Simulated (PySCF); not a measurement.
Si(H)(Cl)(Br)(NH2) (BrClH3NSi), SMILES Br[SiH](Cl)N. Coordinates come from a PBE-D3(BJ)/def2-SVP optimisation. The structure was generated by enumeration, and PubChem lists no compound with its InChIKey, so it may never have been made. Other conformers were not sampled.

Computed with PBE-D3(BJ)/def2-SVP (PySCF).

Harmonic wavenumbers (cm⁻¹): 122, 169, 229, 270, 398, 422, 532, 680, 801, 865, 878, 1481, 2224, 3480, 3581. Rotational constants (GHz): 3.952, 1.499, 1.154; symmetry number 1.

Q: Work out the zero-point energy and the ideal-gas rigid-rotor harmonic-oscillator thermochemistry at 298.15 K and 1 atm.

A: ZPE = ½ Σ hcν = ½ × 16133 cm⁻¹ = 96.50 kJ/mol. H − E(el) = 115.36 kJ/mol. Entropy in J/(mol K): translation 172.08, rotation 118.17, vibration 51.43, total 341.68. G − E(el) = 13.48 kJ/mol. Cp = 92.23 J/(mol K). Modes under 150 cm⁻¹ make the vibrational entropy uncertain.
